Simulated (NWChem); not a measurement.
System: MgH$_{2}$S; SMILES [MgH][SH]

```xyz
4

Mg     0.2335    -1.1423     0.0000
H      0.3869    -2.8293     0.0000
S      0.0624     1.1706     0.0000
H     -1.2907     1.1478     0.0000
```
Atoms are numbered in this order, from 1.

Results from NWChem. Pople sets run with spherical d functions. All runs use the structure optimised with PBE0/def2-SVP. GIAO values for the isolated, static molecule; σ is the absolute isotropic shielding, δ = σ(reference) − σ with the isolated reference molecule computed at the same levels (1H: tetramethylsilane).

```json
[
 {"level": "LDA (Slater exchange, VWN5)/pcSseg-1", "σ Mg1 (ppm)": "___", "δ H2 (ppm)": "___", "σ S3 (ppm)": "779.0", "δ H4 (ppm)": "___"},
 {"level": "B3LYP/6-31G*", "σ Mg1 (ppm)": "497.5", "δ H2 (ppm)": "5.49", "σ S3 (ppm)": "780.0", "δ H4 (ppm)": "-1.44"},
 {"level": "KT2/pcSseg-1", "σ Mg1 (ppm)": "446.7", "δ H2 (ppm)": "4.92", "σ S3 (ppm)": "793.3", "δ H4 (ppm)": "-1.09"}
]
```

Question: What belongs in the gaps?

Answer: 
- LDA (Slater exchange, VWN5)/pcSseg-1, σ Mg1 (ppm): 417.2
- LDA (Slater exchange, VWN5)/pcSseg-1, δ H2 (ppm): 5.20
- LDA (Slater exchange, VWN5)/pcSseg-1, δ H4 (ppm): -0.79
